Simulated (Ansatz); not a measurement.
The cluster Li₅⁺, relaxed as a triplet with UKS r2SCAN/def2-TZVP in Ansatz, starting from the r2SCAN/def2-TZVP geometry of the charge +1 singlet. Force threshold 0.02 eV/Å.

At r2SCAN/def2-TZVP a singlet of charge 1 lies 0.19 eV below the triplet, each at its own geometry. The structure comes from a short search, and lower isomers may exist.

Start:

```xyz
5

Li   -1.889    1.927   -0.842
Li   -1.167   -1.126    0.050
Li    0.855    0.221   -1.360
Li    1.889   -1.926    0.841
Li    0.312    0.904    1.310
```

| step | energy (eV) | largest force component (eV/Å) | SCF passes |
| --- | --- | --- | --- |
| 1 | -1016.4769 | 0.402 | 82 |
| 2 | -1016.5916 | 0.116 | 42 |
| 3 | -1016.6167 | 0.039 | 36 |
| 4 | -1016.6184 | 0.005 | 41 |

Force components are those of the run's own axes.

End:

Cartesian coordinates in Å:
```
Li -1.757 1.777 -0.803
Li -1.421 -1.263 0.291
Li 1.126 0.447 -1.495
Li 1.750 -1.797 0.773
Li 0.302 0.837 1.233
```

Bonds lost: Li2–Li3 (atoms count from 1). Bonds formed: Li4–Li5 (atoms count from 1).

No frequencies were taken in this run, so the end may be a saddle point.

It took 11 s on 4 threads of Arm Neoverse V1 on a shared host.
